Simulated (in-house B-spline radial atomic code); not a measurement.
Computed with a B-spline radial atomic code. Model: two electrons, singlet ground state, non-relativistic, full CI in B-splines with partial waves to l = 8 (at full coupling up to 3e-4 hartree above the limit, correlation up to 0.6 % small), density held at that of full coupling by Lieb maximisation.

W(λ) is the mean repulsion in the state of coupling λ less the Hartree energy of the fixed density. Its start is exact exchange, its initial slope is twice the second-order Görling-Levy correlation energy, and its area from 0 to 1 is E_xc. A straight curve means weak, dynamic correlation, and a curve that drops fast and flattens means strong correlation.

Command:
```bash
python run_ac.py task.json out
```
Settings (lengths in bohr, energies in hartree):
```
potential              dot
strength               4.42
lmax                   8
second                 3
```

Time taken, with all properties: 11 s on 1 thread of Intel(R) Xeon(R) Processor @ 2.30GHz, with other jobs on the host.

**W = mean repulsion less Hartree energy, and W of three functionals.**

Given: confinement charge in harmonic well; well frequency 4.42 hartree; nuclear charge 3; external potential omega^2 r^2/2 - Z/r.

Computed: LDA exchange minus exact 345.97 millihartree; PBE exchange minus exact 78.943 millihartree.

```tsv
coupling	W xc (hartree)	W xc minus exchange (millihartree)	kinetic minus Kohn-Sham (millihartree)	LDA (PW92) W minus its exchange (millihartree)	PBE W minus its exchange (millihartree)	SCAN W minus its exchange (millihartree)
0	-2.3617	0	0	0	0	0
0.02	-2.3635	-1.829	0	-13.97	-2.24	-1.88
0.05	-2.3662	-4.559	0.1	-29.38	-5.61	-4.65
0.12	-2.3725	-10.868	0.6	-58.08	-13.48	-11
0.25	-2.384	-22.362	2.8	-100.11	-27.92	-22.43
0.4	-2.3969	-35.276	7	-139.71	-44.21	-35.15
0.6	-2.4136	-51.938	15.3	-184.19	-65.17	-51.42
0.8	-2.4297	-67.992	26.5	-222.55	-85.28	-66.99
1	-2.4451	-83.47	40.4	-256.62	-104.55	-81.94
1.4	?	?	?	?	?	?
2	?	?	?	?	?	?
3	-2.5738	-212.11	290.5	-485.48	-260.74	-205.61
4.5	-2.6468	-285.13	562.3	-595.01	-347.5	-276.58
7	-2.7395	-377.79	1088.9	-725.63	-457.67	-368.47
10	-2.8196	-457.97	1763.8	-835.79	-554.74	-450.09
```

Problem. What belongs in the row 1.4?

Solution. W xc (hartree): -2.4745; W xc minus exchange (millihartree): -112.81; kinetic minus Kohn-Sham (millihartree): 75.6; LDA (PW92) W minus its exchange (millihartree): -315.69; PBE W minus its exchange (millihartree): -140.77; SCAN W minus its exchange (millihartree): -110.17.

Problem. What belongs in the row 2?

Solution. W xc (hartree): -2.5148; W xc minus exchange (millihartree): -153.16; kinetic minus Kohn-Sham (millihartree): 144; LDA (PW92) W minus its exchange (millihartree): -388.92; PBE W minus its exchange (millihartree): -189.94; SCAN W minus its exchange (millihartree): -148.9.

Problem. What is the SCAN exchange minus exact?

Solution. 11.25 millihartree.

**Energy parts, natural occupations and partial-wave weights.**

Computed: total energy -2.3648 hartree; exchange energy -2.3617 hartree; correlation energy -0.043038 hartree; kinetic part of the DFT correlation energy 0.040432 hartree; kinetic part over minus potential part 0.48439; Hartree energy 4.7233 hartree; Kohn-Sham kinetic 13.375 hartree.

```json
{"natural": "s", "occupation of the shell (electrons)": "1.9969"}
{"natural": "p", "occupation of the shell (electrons)": "?"}
{"natural": "s", "occupation of the shell (electrons)": "0.0005652"}
{"natural": "d", "occupation of the shell (electrons)": "0.00011397"}
{"natural": "p", "occupation of the shell (electrons)": "4.9952e-05"}
{"natural": "f", "occupation of the shell (electrons)": "1.5037e-05"}
```

Problem. What belongs in the row p?

Solution. occupation of the shell (electrons): 0.0022932.

```
wave      weight
   s     0.99875
   p           ?
   d  6.1773e-05
   f  8.6051e-06
   g  2.0463e-06
```

Problem. What belongs in the row p?

Solution. weight: 0.0011735.

Problem. What is the initial slope twice GL2?

Solution. -0.091619 hartree.

Problem. What is the Lieb Oxford ratio E_xc over LDA exchange?

Solution. 1.193.

Half-way to full coupling W has made 52 % of its drop, against 50 % for a straight line, and second-order (GL2) theory, half the initial slope, overshoots the correlation energy by about 6 %: correlation is weak here. Over couplings 0 to 1 the errors in E_xc come to about +236 millihartree for LDA, +68 millihartree for PBE, +12 millihartree for SCAN, so SCAN is nearest. In LDA and PBE the errors of exchange and correlation have opposite signs, so the sum is smaller than the larger of the two.
